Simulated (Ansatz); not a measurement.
Species: sum formula H$_{5}$Si$_{2}$OCl$_{2}$, net charge 1, singlet state. It need not be the lowest isomer of its formula. 
Geometry from a B3LYP-D3(BJ)/def2-TZVP (Ansatz, a quantum-chemistry and plane-wave program) optimisation:
SMILES: Cl[SiH](Cl)[OH+][SiH3]
```xyz
10

Si    -2.4913    -0.0457    -0.6286
O     -0.7470    -0.4886    -0.7926
Si     0.6862     0.3899    -0.2042
Cl     0.1864     0.9220     1.6618
Cl     2.1284    -0.9914    -0.3615
H     -2.4039     1.4169    -0.6506
H     -2.9052    -0.6294     0.6498
H     -3.0642    -0.6742    -1.8229
H     -0.5520    -1.3637    -1.1693
H      0.8193     1.5209    -1.1134
```
Charge +1, spin multiplicity 1.

Parts of the frozen-core correlation energy in 6-31G* (Ansatz, hartree). Frozen orbitals: 21; correlated occupied orbitals by spin: 16 and 16; virtual: 64 and 64. No spin-orbit coupling. No relativistic terms.

| term | value |
|---|---|
| reference (HF) | -1574.46275 |
| MP2 opposite-spin | (withheld) |
| MP2 same-spin | -0.14707 |
| CCSD correlation | (withheld) |
| (T) | (withheld) |
| T1 diagnostic | 0.011 |
| largest doubles amplitude | 0.027 |

**Question.** What belongs in the gaps?

**Answer.** 
- MP2 opposite-spin, value: -0.44224
- CCSD correlation, value: -0.64352
- (T), value: -0.01517
